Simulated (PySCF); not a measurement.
A structure optimised at B3LYP-D3(BJ)/def2-SVP, used in a PySCF frequency run:

```xyz
9

Mo     0.1903    -0.1271     0.2131
O      1.8259    -0.3155     0.5642
O     -0.6661    -1.2603     1.1153
Cl    -0.4996     1.9841     0.7703
O     -0.1040    -0.4450    -1.5800
C     -0.8207    -1.2868    -2.4582
H     -1.3690    -0.6601    -3.1793
H     -0.1133    -1.9290    -3.0063
H     -1.5372    -1.9159    -1.9043
```

### Question
Write its SMILES and formula.

### Answer
C[O][Mo](=[O])(=[O])[Cl], CH3ClMoO3

### Question
What are its rotational constants (standard atomic weights)?

### Answer
2.6624, 1.4835, 1.2387 GHz
